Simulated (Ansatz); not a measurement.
InH₃F, that is [InFH3]- with one electron fewer. Total charge 0; doublet. Geometry B3LYP-D4/def2-TZVPD; atoms count from 1.

Cartesian coordinates in Å:
```
In 0.178 -0.246 -0.006
F 1.586 1.134 -0.092
H -1.194 0.497 0.981
H 0.714 -1.859 -0.011
H -1.284 0.475 -0.872
```

In the def2 sets In takes a core potential; there is no spin–orbit coupling.

Q: Estimate the Mulliken populations from the PBE0/def2-TZVPD orbitals of Ansatz.

A: 
```json
{"atom": "In1", "charge (e)": "0.65", "spin (α − β)": "0.07"}
{"atom": "F2", "charge (e)": "-0.59", "spin (α − β)": "0.01"}
{"atom": "H3", "charge (e)": "0.02", "spin (α − β)": "0.48"}
{"atom": "H4", "charge (e)": "-0.10", "spin (α − β)": "-0.03"}
{"atom": "H5", "charge (e)": "0.02", "spin (α − β)": "0.48"}
```
Mulliken values and Mayer orders depend strongly on the basis. With diffuse functions, as here, like atoms can get unlike values, and bond orders can come out too low or too high.

Q: Where does the spin sit?

A: Summed by element: In 0.07, F 0.01, H 0.92, of 1 unpaired in all. Largest on single atoms: H3 0.48, H5 0.48, In1 0.07.

Q: And the Mayer bond orders between bonded heavy atoms (over 0.3)?

A: In1–F2 0.62 (1.97 Å).
